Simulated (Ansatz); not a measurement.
`[CH3][Al]([Cl])[Br]` + `CBS` → `[CH3][Al]([Cl])[BH]S` + `CBr`  (formal exchange of groups at the Al–Br bond)

Computed with Ansatz on PBE0-D4/def2-TZVP structures; ΔE is electronic, products minus reactants. CBS: MP2 limit from def2 TZ/QZ plus the TZ coupled-cluster correction, frozen cores. Functionals use def2-TZVPP. For Br outer-core shells are correlated without core-valence functions, which leaves a few kJ/mol of doubt a bond. Scalar relativity is left out up to krypton. One conformer a species, not always the lowest.

`[CH3][Al]([Cl])[Br]`:

```xyz
7

C    -0.959    0.017    0.231
Al    0.920   -0.021   -0.204
Cl    2.349   -0.522    1.238
Br    1.693    0.465   -2.260
H    -1.569    0.297   -0.630
H    -1.286   -0.965    0.586
H    -1.148    0.729    1.040
```

`CBS`:

```xyz
8

C     0.122   -0.053   -1.093
B    -0.268   -0.121    0.414
S     0.761    0.680    1.629
H    -0.699    0.393   -1.665
H     0.231   -1.070   -1.489
H     1.036    0.502   -1.312
H    -1.245   -0.698    0.786
H     0.061    0.367    2.732
```

`[CH3][Al]([Cl])[BH]S`:

```xyz
10

C     0.230    1.316   -0.987
Al   -0.946    0.092   -0.032
Cl   -3.023    0.307   -0.357
B    -0.245   -1.450    1.239
S     1.474   -1.844    1.312
H    -0.301    2.213   -1.313
H     1.087    1.627   -0.381
H     0.634    0.834   -1.885
H    -0.895   -2.149    1.958
H     1.984   -0.946    0.446
```

`CBr`:

```xyz
5

C     0.033   -0.181    0.025
Br   -0.309    1.703   -0.235
H    -0.134   -0.686   -0.922
H    -0.653   -0.544    0.785
H     1.064   -0.293    0.348
```

Problem. Is it downhill or uphill in electronic energy at CCSD(T)/CBS, and by how much? (Estimate.)

Solution. The calculation gave: Uphill: ΔE = +2.58 eV.

Problem. What do these levels give: BLYP-D4, PBE0-D4, CAM-B3LYP-D4, r2SCANh, BHLYP, MP2/def2-TZVPP? (An estimate is asked.)

Solution. Computed: BLYP-D4 2.45, PBE0-D4 2.54, CAM-B3LYP-D4 2.60, r2SCANh 2.66, BHLYP 2.66, MP2/def2-TZVPP 2.66 eV.

Largest T1 diagnostic among the species: 0.013.

Leaving LDA and LC-ωPBE aside and taking each functional with its dispersion term where it has one, the values, not all of them listed here, spread over 0.26 eV, from revPBE-D4 to r2SCAN0-D4. LDA lies +0.09 eV from PBE without D4. From PBE to PBE0 (25 % exact exchange), in def2-TZVPP and without D4, ΔE moves by +0.10 eV. In def2-TZVPP, CCSD(T) changes the Hartree–Fock value by −0.20 eV (the triples alone add −0.03 eV) and MP2 by −0.07 eV.
